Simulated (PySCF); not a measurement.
F$_{3}$Ga, charge -1, doublet, at a GFN2-xTB geometry (such geometries of metal compounds can be far from the true shape) (a state made from the parent by changing its charge; the spin is typed, not shown lowest) (in this run its highest filled SCF level lies above zero, so its values depend strongly on the basis, on diffuse functions most of all); DF-BLYP/cc-pVTZ (PySCF).

Input for PySCF:
```python
from pyscf import gto, scf, dft

mol = gto.Mole()
mol.atom = '''
    Ga   -0.01722873   -0.01289214    0.01677559
    F    -1.70650775   -1.08516163    0.06884693
    F    -0.00265406    1.82219157   -0.78423006
    F     1.67419195   -0.80060532    0.73468508
'''
mol.basis = 'cc-pvtz'
mol.charge = -1
mol.spin = 1
mol.verbose = 4
mol.build()

mf = dft.UKS(mol)
mf.xc = 'blyp'
mf.grids.radi_method = dft.radi.mura_knowles
mf = mf.density_fit(auxbasis='def2-universal-jkfit')
mf.kernel()
```

Write the output that PySCF gives for this input, abridged.


```
PySCF version 2.14.0

[INPUT] verbose = 4
[INPUT] num. atoms = 4
[INPUT] num. electrons = 59
[INPUT] charge = -1
[INPUT] spin (= nelec alpha-beta = 2S) = 1
[INPUT] symmetry False subgroup None
[INPUT] Mole.unit = angstrom
[INPUT] Symbol           X                Y                Z      unit          X                Y                Z       unit  Magmom
[INPUT]  1 Ga    -0.017228730000  -0.012892140000   0.016775590000 AA   -0.032557581174  -0.024362613760   0.031701270678 Bohr   0.0
[INPUT]  2 F     -1.706507750000  -1.085161630000   0.068846930000 AA   -3.224832276948  -2.050658281587   0.130101842217 Bohr   0.0
[INPUT]  3 F     -0.002654060000   1.822191570000  -0.784230060000 AA   -0.005015446518   3.443443013791  -1.481980032051 Bohr   0.0
[INPUT]  4 F      1.674191950000  -0.800605320000   0.734685080000 AA    3.163764265452  -1.512924788670   1.388353589004 Bohr   0.0

nuclear repulsion = 258.450579522811
number of shells = 37
number of NR pGTOs = 237
number of NR cGTOs = 133
basis = cc-pvtz
ecp = {}

******** <class 'pyscf.df.df_jk.DFUKS'> ********
method = DFUKS
initial guess = minao
damping factor = 0
level_shift factor = 0
DIIS = <class 'pyscf.scf.diis.CDIIS'>
diis_start_cycle = 1
diis_space = 8
diis_damp = 0
SCF conv_tol = 1e-09
SCF conv_tol_grad = None
SCF max_cycles = 50
direct_scf = False
number electrons alpha = 30  beta = 29
XC library pyscf.dft.libxc version 7.1.2
    S. Lehtola, C. Steigemann, M. J. T. Oliveira, and M. A. L. Marques,  SoftwareX 7, 1–5 (2018)
XC functionals = blyp
    A. D. Becke,  Phys. Rev. A 38, 3098 (1988)
    C. Lee, W. Yang, and R. G. Parr,  Phys. Rev. B 37, 785 (1988)
    B. Miehlich, A. Savin, H. Stoll, and H. Preuss,  Chem. Phys. Lett. 157, 200 (1989)
radial grids: Mura-Knowles [JCP 104, 9848 (1996); DOI:10.1063/1.471749] log3 quadrature radial grids
becke partition: Becke, JCP 88, 2547 (1988); DOI:10.1063/1.454033
pruning grids: <function nwchem_prune>
grids dens level: 3
symmetrized grids: False
atomic radii adjust function: <function treutler_atomic_radii_adjust>
small_rho_cutoff = 0
Set gradient conv threshold to 3.16228e-05
tot grids = 60240
init E= -2223.9758449067

cycle= 1 E= -2224.3842993261  delta_E= -0.408  |g|= 1.04  |ddm|= 1.16
cycle= 2 E= -2220.76436489673  delta_E= 3.62  |g|= 3.27  |ddm|= 3.26
cycle= 3 E= -2224.73121736772  delta_E= -3.97  |g|= 0.179  |ddm|= 2.91
cycle= 4 E= -2224.73848244438  delta_E= -0.00727  |g|= 0.13  |ddm|= 0.297
cycle= 5 E= -2224.74216190434  delta_E= -0.00368  |g|= 0.0401  |ddm|= 0.115
cycle= 6 E= -2224.74255141387  delta_E= -0.00039  |g|= 0.0272  |ddm|= 0.033
cycle= 7 E= -2224.74280142788  delta_E= -0.00025  |g|= 0.00553  |ddm|= 0.0166
cycle= 8 E= -2224.74281130745  delta_E= -9.88e-06  |g|= 0.000447  |ddm|= 0.00479
cycle= 9 E= -2224.74281130173  delta_E= 5.72e-09  |g|= 0.000504  |ddm|= 0.000509
cycle= 10 E= -2224.7428113771  delta_E= -7.54e-08  |g|= 0.000181  |ddm|= 0.000364
cycle= 11 E= -2224.74281138822  delta_E= -1.11e-08  |g|= 3.03e-05  |ddm|= 0.000165
cycle= 12 E= -2224.7428113887  delta_E= -4.78e-10  |g|= 1.7e-05  |ddm|= 9.29e-05
Extra cycle  E= -2224.74281138853  delta_E= 1.75e-10  |g|= 2.19e-05  |ddm|= 8.49e-05
converged SCF energy = -2224.74281138853  <S^2> = 0.75101108  2S+1 = 2.0010108
```
